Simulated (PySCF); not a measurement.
```xyz
3
charge 0 multiplicity 3, angstrom
Hf    0.0000    0.0000   -0.0228
H     0.4012    0.0000    2.0319
H    -0.4012    0.0000    2.0319
```

Method: PySCF, UPBE0, basis Hf def2-TZVP with ECP60, H def2-TZVP (scalar-relativistic core potentials, no spin–orbit coupling, density fitting).

This geometry of HfH₂ is a stationary point at this level.

What is the point group?

C2v.

Is it a minimum?

Yes: all harmonic wavenumbers are real.

What are the dipole moment and the gap between the highest occupied and lowest empty levels of either spin?

0.63 D and 2.87 eV.

Give the ideal-gas entropy at 298.15 K and 1 bar by parts.

translation 173.8, rotation 55.9, vibration 1.8, spin 9.1; total 240.6 J/(mol K).

This need not be the most stable arrangement of these atoms. Open d and f shells are described by one determinant, and the ground state may have another occupation or spin. At this level a broken-symmetry Ms = 0 minimum of C2v symmetry lies 117 kJ/mol below this structure. Spin–orbit coupling, left out here, can matter for elements this heavy.
